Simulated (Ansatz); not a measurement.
Job for Ansatz (an electronic-structure program): R-PBE0/def2-TZVPPD on aminoborane (SMILES BN) with ghost functions, monomers drawn apart or pushed together. Files ending in .json are basis or fitting sets from the Basis Set Exchange.

Ansatz 0.2 input:
```yaml
crystal:
  periodic: [false, false, false]
  atoms:
    - {symbol: B, position_ang: [0.56177470, -0.49259856, -0.14923002]}
    - {symbol: N, position_ang: [-0.51177674, 0.25759647, 0.29739012]}
    - {symbol: H, position_ang: [0.74411189, -0.63784602, -1.31991371]}
    - {symbol: H, position_ang: [1.29521280, -0.98582168, 0.65819076]}
    - {symbol: H, position_ang: [-0.69782859, 0.40530084, 1.28115276]}
    - {symbol: H, position_ang: [-1.16605292, 0.70457595, -0.32372215]}
basis:
  gaussian:
    orbitals: def2-TZVPPD.json
    ghost_atoms:
      - {symbol: O, position_ang: [-0.25428346, 0.25280937, 4.99834514]}
      - {symbol: H, position_ang: [0.69801063, 0.27298403, 4.84859911]}
      - {symbol: H, position_ang: [-0.45158383, -0.66073082, 5.23278186]}
hamiltonian:
  xc: {name: PBE0}
scf: {lower_state_search: off}
```

Program output:

```
WARN ansatz: RAYON_NUM_THREADS=1 ignored (pool sized by the plan → 1); use --threads N
Functional definition: PBE0
these checks for a lower state are left out or cut short: stability, starts, cluster_reference, orbital_swaps, neighbouring_geometries, increment
integrals: 0.07 GiB planned
866 factors; their error is unknown
mean field: 0.81 GiB planned
mean field evaluation 1: about -2224.9790 eV, gradient 5.3e1 eV
mean field evaluation 2: about -2219.4242 eV, gradient 7.1e1 eV
mean field evaluation 4: about -2230.3716 eV, gradient 2.5e0 eV
mean field evaluation 8: about -2230.3884 eV, gradient 1.7e-2 eV
mean field evaluation 16: about -2230.3883 eV, gradient 2.9e-6 eV
mean field -2230.38829222 eV, -81.9652579278 hartree, gradient 2.9e-6 eV, S^2 0.000000; 0 other end points of the search recorded, 0 dependent functions left out
reference -2230.38832213 eV, -81.9652590269 hartree; 8, 8 occupied and 208, 208 virtual orbitals, 866 factors
Total energy: -2230.38832213 eV, -81.9652590269 hartree
Checks for a lower state left out: stability, starts, cluster_reference, orbital_swaps, neighbouring_geometries, increment
```

The calculation finished and met its thresholds.

Cost: roughly 2.2 core-seconds.
